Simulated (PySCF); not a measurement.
## Orbital energies and ionisation energy

C₅H₁₃NSi₂.
Structure used (PBE0-D3(BJ)/def2-SVP), in Å, numbered top down from 1:
```xyz
21
C5H13NSi2 angstrom
C      3.128   -1.687    0.821
C      1.826   -1.075    0.629
C      0.732   -0.555    0.475
Si    -0.914    0.216    0.202
C     -1.975   -1.004   -0.756
C     -2.117   -2.368   -0.086
N     -0.793    1.727   -0.659
Si    -0.837    3.348   -0.033
H      3.920   -0.924    0.868
H      3.369   -2.375   -0.004
H      3.158   -2.262    1.760
H     -1.515    0.535    1.530
H     -2.961   -0.530   -0.906
H     -1.532   -1.113   -1.762
H     -2.737   -3.055   -0.683
H     -2.586   -2.283    0.907
H     -1.135   -2.846    0.058
H     -0.489    1.643   -1.627
H     -1.426    3.288    1.337
H      0.514    3.993    0.056
H     -1.681    4.228   -0.902
```

Level: wB97X-D/def2-SVPD (PySCF). Frontier orbitals with their largest atomic shares (Löwdin; up to four atoms above 4 %):

```json
{"orbital": "HOMO−3", "ε (eV)": "-10.60", "main atoms": "C5 20 %, Si4 15 %, C6 11 %, C3 9 %"}
{"orbital": "HOMO−2", "ε (eV)": "-9.66", "main atoms": "C3 31 %, C2 28 %, N7 11 %, Si4 8 %"}
{"orbital": "HOMO−1", "ε (eV)": "-9.35", "main atoms": "C3 34 %, C2 33 %, C1 7 %, C5 6 %"}
{"orbital": "HOMO", "ε (eV)": "-9.09", "main atoms": "?"}
{"orbital": "LUMO", "ε (eV)": "1.66", "main atoms": "Si4 16 %, Si8 16 %, C2 13 %, C3 12 %"}
{"orbital": "LUMO+1", "ε (eV)": "2.03", "main atoms": "C2 18 %, Si4 17 %, C3 15 %, C5 8 %"}
{"orbital": "LUMO+2", "ε (eV)": "2.19", "main atoms": "C1 21 %, C2 19 %, C3 11 %, Si8 10 %"}
```

Problem. What vertical ionisation energy does ΔSCF give, and how far is −ε(HOMO) from it?

Solution. ΔSCF: 9.12 eV (880 kJ/mol; threshold wavelength 136 nm); ⟨S²⟩ of the doublet left behind is 0.761, against 0.75 for a pure doublet. −ε(HOMO) is 9.09 eV, 0.03 eV below it. In exact Kohn–Sham theory the two would be equal; wB97X-D (range-separated hybrid) comes within 0.03 eV of that here. Holes in the HOMO−1 and HOMO−2 were tried too where these lie within 1.2 eV of the HOMO; the lowest converged state counts.

Problem. On which atoms does the HOMO lie?

Solution. N7 (nitrogen bridging silicon atoms) 40 %, C3 (alkyne carbon) 12 %, C2 (alkyne carbon) 11 %, Si8 (SiH3 silicon) 9 %. The HOMO−1 lies 0.26 eV lower.

Problem. What total energies stand behind the ΔSCF value?

Solution. E(N) = -831.65735 Eh and E(N − 1) = -831.32229 Eh at the same geometry, 0.33506 Eh apart.

Problem. Shift the occupied levels rigidly so that −ε(HOMO) equals the ΔSCF value. What binding energies result?

Solution. The shift is +0.03 eV: HOMO 9.12, HOMO−1 9.38, HOMO−2 9.69, HOMO−3 10.63 eV. A rigid shift is only a rough guide to the deeper ionisations.

Problem. What kinetic energy would electrons from this vertical process carry with 118.2 nm light (10.49 eV)?

Solution. 10.49 − 9.12 = 1.37 eV.

Problem. How many of the 10 lowest singlet excitations (vertical TDDFT, same level) lie below the ionisation energy?

Solution. All 10; they run from 5.89 to 7.83 eV.

The structure is a single PBE0-D3(BJ)/def2-SVP conformer in the gas phase; no vibrational or solvent corrections.

Note: wB97X-D ran without an empirical dispersion term, which enters the total energy and its gradient alone.
